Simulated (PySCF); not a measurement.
B(Et)(Vi)(OMe), SMILES C=CB(CC)OC (C5H11BO) at its GFN2-xTB optimised geometry (Å):

```
18

B     -0.0557    -0.2308     0.0000
C      1.5505    -0.2308     0.0000
C      2.1085    -0.1085    -1.4248
H      1.9587    -1.1367     0.4553
H      1.9333     0.6046     0.5878
H      1.7576     0.8099    -1.8892
H      1.7805    -0.9427    -2.0424
H      3.1974    -0.0976    -1.4165
C     -0.8788     1.1066     0.0000
C     -0.3777     2.3362     0.0084
H     -1.9587     1.0069    -0.0200
H     -0.9989     3.2192    -0.0047
H      0.6852     2.5163     0.0262
O     -0.8164    -1.3306    -0.0403
C     -0.3792    -2.6635    -0.0730
H     -0.4516    -3.0921     0.9306
H     -1.0408    -3.2192    -0.7412
H      0.6495    -2.7560    -0.4265
```

Computed with CAM-B3LYP/def2-SVP (PySCF). Cells within 0.4 Å of a nucleus heavier than hydrogen are left out (blank, or x).

Map of the Laplacian of the electron density (e/bohr⁵), clipped to [-1.50, 1.50] on the plane z = 0.0 Å:

```
|6666666666666666666666666666666|
|6666666666666666666666666666666|
|6666666666666666666666666666666|
|6666666666666666666666666666666|
|6666666666666666666666666666666|
|6666666666666666666666666666666|
|6666666666660366666666666666666|
|6666666666663156666666666666666|
|66666666666665x4106666666666666|
|6666666666667xx9446666666666666|
|6666666666666226666666666666666|
|6666666666668x56666666666666666|
|666666666502xx56666666666666666|
|6666666665456646666666666666666|
|6666666666666535666556666666666|
|66666666666666xx743xx6666666666|
|66666666666677xx942xx6666666666|
|6666666666678648666446666666666|
|666666666667xx47666656666666666|
|666666666667xx67666666666666666|
|6666666666677457666666666666666|
|6666666666667556666666666666666|
|6666666666666xxx566666666666666|
|66666666666665x5566666666666666|
|6666666666666666666666666666666|
|6666666666666666666666666666666|
|6666666666666666666666666666666|
|6666666666666666666666666666666|
|6666666666666666666666666666666|
|6666666666666666666666666666666|
|6666666666666666666666666666666|
```
Scale: ten equal steps from -1.50 (start of '0') to 0.980 (end of '9'), in the order '0123456789'; x runs from -5.50 to 5.50, y from -5.50 (bottom) to 5.50 (top).
